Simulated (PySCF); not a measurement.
Compound: C5H4FNO3.
SMILES with atom numbers: `[N:1]#[C:2][C@@:3]1([CH2:4][O:5][CH:6]=[O:7])[O:8][C@@H:9]1[F:10]`

Definitions: NICS(0) = −σiso at the ring centroid; NICS(1) = −σiso and NICS(1)zz = −σzz at ±1 Å along the ring normal z. Level: GIAO PBE0/pcSseg-1 (PySCF, non-relativistic, gas phase) on the GFN2-xTB geometry, one conformer.

Ring bond lengths (Å), with Mayer bond orders in brackets: C3–O8 1.418 (0.87), O8–C9 1.362 (1.03), C9–C3 1.476 (0.94).

Problem. What do the NICS probes read (ppm)?

Solution. 
```json
{"ring": "C3–O8–C9", "type": "3-membered ring with O; formal bonds all single", "NICS(0)": "-44.2", "NICS(1), two faces": "-7.7 / -5.5", "NICS(1)zz, two faces": "-21.5 / -14.3", "rms pucker (Å)": "0.00", "centre to ring atoms, mean (Å)": "0.82"}
```

Problem. What can be read from them?

Solution. 
- C3–O8–C9: mean NICS(1)zz -17.9 ppm, shielded. C3, C9 have four or more neighbours; no verdict on aromaticity is drawn. The two faces differ by 7.2 ppm, so no symmetry operation interchanges them. NICS(0) lies 38 ppm below the mean NICS(1).

Problem. What is the mean of the two in-plane components of NICS at the first NICS(1) probe listed for ring C3–O8–C9, 1 Å off the ring?

Solution. The isotropic value is a third of the trace: (3 × -7.7 − (-21.5))/2 = -0.8 ppm.

Conformer computed: `[N:1]#[C:2][C@@:3]1([CH2:4][O:5][CH:6]=[O:7])[O:8][C@@H:9]1[F:10]`: C2–C3–C4–O5 42°, C3–C4–O5–C6 -94°, C4–O5–C6–O7 -1°.
